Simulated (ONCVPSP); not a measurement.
# Cutoff test, B, ONCV

ONCVPSP 4.0.1 input, shortened (lines: element, Z, core and valence counts, functional; n l f; lmax; l rc ep ncon nbas qcut; lloc lpopt rc5 dvloc0; l nproj debl; icmod fcfact rcfact), PBE, non-relativistic:

```
  B 5.00    1    2        4      upf
    1    0    2.00
    2    0    2.00
    2    1    0.75
    1
    0    1.65    0.00    4    7    4.90
    1    3.70    0.00    4    7    4.60
    4    5    1.20    6.00
    0    2    2.70
    1    2    2.80
    2    0.60    1.15
```

Q: For each optimised wave give the share of its norm inside rc, the residual kinetic energy above qcut (Ha) and the cutoffs (Ha) for errors of 10, 1, 0.1 and 0.01 mHa per electron.

A:

```json
{"wave": "2s", "norm inside rc": "0.437", "residual KE": "2.1e-04", "10 mHa": "5.6", "1 mHa": "9.6", "0.1 mHa": "18.6", "0.01 mHa": "41.7"}
{"wave": "s projector 2", "norm inside rc": "0.110", "residual KE": "1.4e-03", "10 mHa": "8.8", "1 mHa": "12.7", "0.1 mHa": "31.8", "0.01 mHa": "55.5"}
{"wave": "2p", "norm inside rc": "0.906", "residual KE": "1.5e-09", "10 mHa": "3.9", "1 mHa": "5.4", "0.1 mHa": "6.6", "0.01 mHa": "7.8"}
{"wave": "p projector 2", "norm inside rc": "0.208", "residual KE": "4.5e-06", "10 mHa": "7.0", "1 mHa": "8.4", "0.1 mHa": "9.3", "0.01 mHa": "10.6"}
```

The occupied waves need 9.6 Ha and 19 Ha for 1 and 0.1 mHa. Its largest configuration-test error is +351 meV.
